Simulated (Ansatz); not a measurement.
`[SiH3][NH][SnH3]` and `[SiH3][NH][SnH2][SiH3]` differ in one atom or group.

Ansatz, PBE0-D4/def2-TZVP geometries, multiplicity 1. Each molecule was computed in one conformer, which needn't be the lowest.

Elements past krypton have def2 core potentials.

```csv
property,`[SiH3][NH][SnH3]`
HOMO energy (ωB97M-V/def2-TZVPP) / eV,-9.44
HOMO–LUMO gap (PBE0/def2-TZVPP) / eV,6.71
size of the dipole moment (PBE/def2-TZVPP) / D,1.33
HOMO–LUMO gap (PBE/def2-TZVPP) / eV,4.58
LUMO energy (B3LYP/def2-TZVPP) / eV,-0.68
HOMO–LUMO gap (B3LYP/def2-TZVPP) / eV,6.25
```

**Question.** Give the same properties after the change, and the shifts. (Best estimate.)

**Answer.** Ansatz gave: 
| property | `[SiH3][NH][SnH2][SiH3]` | shift |
| --- | --- | --- |
| HOMO energy (ωB97M-V/def2-TZVPP) / eV | -9.38 | 0.06 |
| HOMO–LUMO gap (PBE0/def2-TZVPP) / eV | 6.44 | -0.27 |
| size of the dipole moment (PBE/def2-TZVPP) / D | 1.01 | -0.32 |
| HOMO–LUMO gap (PBE/def2-TZVPP) / eV | 4.34 | -0.24 |
| LUMO energy (B3LYP/def2-TZVPP) / eV | -0.84 | -0.16 |
| HOMO–LUMO gap (B3LYP/def2-TZVPP) / eV | 6.04 | -0.21 |

With PBE0 the HOMO rises by 0.05 eV and the LUMO falls by 0.21 eV, so the gap narrows by about 0.26 eV. PBE moves the HOMO by 0.04 eV and ωB97M-V by 0.06 eV. Dipoles are sizes alone; their direction can turn.

B3LYP here is the variant with VWN-RPA as its local correlation; programs differ in this.
